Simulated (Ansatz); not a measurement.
Geometry optimisation, Ansatz, RKS PBE0-D4/def2-SVP.

input.yaml

```yaml
crystal:
  periodic: [false, false, false]
  atoms:
    - { symbol: Si, position_ang: [0.0, 0.0, 0.0] }
    - { symbol: "N", position_ang: [0.0, 0.0, 1.82] }
    - { symbol: H, position_ang: [-0.877, -0.2713, 2.35] }
    - { symbol: H, position_ang: [0.877, 0.2713, 2.35] }
    - { symbol: F, position_ang: [1.4994, 0.0, -0.5295] }
    - { symbol: F, position_ang: [-0.7489, 1.2974, -0.5295] }
    - { symbol: F, position_ang: [-0.7489, -1.2974, -0.5295] }
basis:
  gaussian: { orbitals: def2-SVP }
hamiltonian:
  xc: pbe0
  dispersion: d4
relax:
  f_tol: 0.02
  max_steps: 40
output:
  orbitals: {}
```

Command:

```bash
$ ansatz run input.yaml --threads 1 --pin off --max-ram 2048MiB --backend cpu --events-out ev --progress --plain --runs-dir out
```

Q: Where does it end, and by what steps?

A: It converged. The force dipped under the threshold on the way, but the program's further checks kept it going. After 13 steps the energy has fallen by 0.439 eV; H4 moved furthest, 0.18 Å.

```json
{"step": "0", "energy less start (eV)": "0.0000", "largest force component (eV/Å)": "4.273", "accepted": "yes"}
{"step": "1", "energy less start (eV)": "-0.3483", "largest force component (eV/Å)": "2.412", "accepted": "yes"}
{"step": "2", "energy less start (eV)": "-0.4269", "largest force component (eV/Å)": "0.349", "accepted": "yes"}
{"step": "3", "energy less start (eV)": "-0.4351", "largest force component (eV/Å)": "0.092", "accepted": "yes"}
{"step": "4", "energy less start (eV)": "-0.4261", "largest force component (eV/Å)": "0.476", "accepted": "no"}
{"step": "5", "energy less start (eV)": "-0.4381", "largest force component (eV/Å)": "0.026", "accepted": "yes"}
{"step": "6", "energy less start (eV)": "-0.4386", "largest force component (eV/Å)": "0.008", "accepted": "yes"}
{"step": "7", "energy less start (eV)": "-0.4380", "largest force component (eV/Å)": "0.184", "accepted": "no"}
{"step": "8", "energy less start (eV)": "-0.4388", "largest force component (eV/Å)": "0.022", "accepted": "yes"}
{"step": "9", "energy less start (eV)": "-0.4389", "largest force component (eV/Å)": "0.035", "accepted": "yes"}
{"step": "10", "energy less start (eV)": "-0.4389", "largest force component (eV/Å)": "0.043", "accepted": "yes"}
{"step": "11", "energy less start (eV)": "-0.4390", "largest force component (eV/Å)": "0.048", "accepted": "yes"}
{"step": "12", "energy less start (eV)": "-0.4391", "largest force component (eV/Å)": "0.037", "accepted": "yes"}
{"step": "13", "energy less start (eV)": "-0.4392", "largest force component (eV/Å)": "0.020", "accepted": "yes"}
```

```xyz
7
Properties=species:S:1:pos:R:3
Si -0.001 -0.001 0.084
N 0.034 -0.067 1.762
H -0.761 -0.364 2.313
H 0.752 0.392 2.307
F 1.494 -0.016 -0.485
F -0.691 1.299 -0.555
F -0.825 -1.244 -0.495
```

Whether the end is a true minimum wasn't checked by a vibrational analysis.

Run time: 31 s on 1 thread of Intel(R) Xeon(R) Platinum 8488C (Sapphire Rapids), with other jobs on the host, peak memory 0.18 GiB.
